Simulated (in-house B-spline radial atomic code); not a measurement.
Results of a calculation; reference values are marked as such.
**Ghost states of the separable form: O**

O, [He] 2s2 2p4, non-relativistic LDA (VWN5), spherical and spin-unpolarised, from an all-electron radial atomic-structure program (B-spline basis) (atomic units; all potentials screened as in the neutral atom).

Troullier-Martins channels: 2s (ε = -0.8714, r_c = 0.83 bohr), 2p (ε = -0.3384, r_c = 1.239 bohr). In the Kleinman-Bylander form one channel serves as the local potential, and each other channel l becomes |δV u><u δV|/<u|δV|u>, with δV = V_l − V_local and u the pseudo-orbital. Its strength is E_KB = <u|δV²|u>/<u|δV|u>. By the analysis of Gonze, Stumpf and Scheffler a spurious state lies below the reference level ε if E_KB > 0 and ε is above the second level of the local potential alone, or if E_KB < 0 and ε is above its first. The table's levels are those of angular momentum l in a sphere of 9 bohr, whose wall can lift a shallow ε a little above its free-atom value.

| local | channel | <u δV u> | <u δV² u> | ε | first local level | second local level |
| --- | --- | --- | --- | --- | --- | --- |
| p | s | 0.8994 | 8.336 | -0.8714 | -4.2998 | -0.0957 |
| s | p | -1.1428 | 10.469 | -0.3384 | -0.0295 | 0.1528 |

(1) Apply the rule to each row.

Diagonalising the separable Hamiltonian gives:

```tsv
local	channel	three lowest levels	all-electron, two lowest valence levels
p	s	-0.8714, 0.0237, 0.2614	-0.8714, 0.0236
s	p	-0.3384, 0.0887, 0.3406	-0.3384, 0.0886
```

(2) Which choices of local channel are safe?

Answers

(1) Local p, channel s: E_KB = +9.27, so ε = -0.8714 is set against -0.0957: no ghost. Local s, channel p: E_KB = -9.16, so ε = -0.3384 is set against -0.0295: no ghost.

(2) All are free of ghosts. Among the safe choices the second level, which tests transfer, is off by at most 0.1 millihartree (s local), 0.1 millihartree (p local).
